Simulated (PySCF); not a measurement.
In(F)2(NH2) (F₂H₂InN), SMILES [NH2][In]([F])[F]. Geometry: B3LYP-D3(BJ)/def2-SVP. The def2 effective core potentials stand for the cores of In; spin–orbit coupling is left out. One conformer was computed; it need not be the lowest.

Task: Give the equilibrium geometry at B3LYP-D3(BJ)/def2-SVP (PySCF confirms it by a frequency run) as bond lengths and angles, and its point group. (The exact figures need the calculation; the answer reports its results.)

Result: Several could match; the one computed here: point group Cs.
Atoms: In1 F2 F3 N4 H5 H6. Bond lengths (Å): In1–F2 1.958, In1–F3 1.958, In1–N4 2.030, N4–H5 1.021, N4–H6 1.021. Bond angles (°): F2–In1–F3 112.5, F2–In1–N4 123.5, F3–In1–N4 123.5, In1–N4–H5 112.8, In1–N4–H6 112.8, H5–N4–H6 108.4.
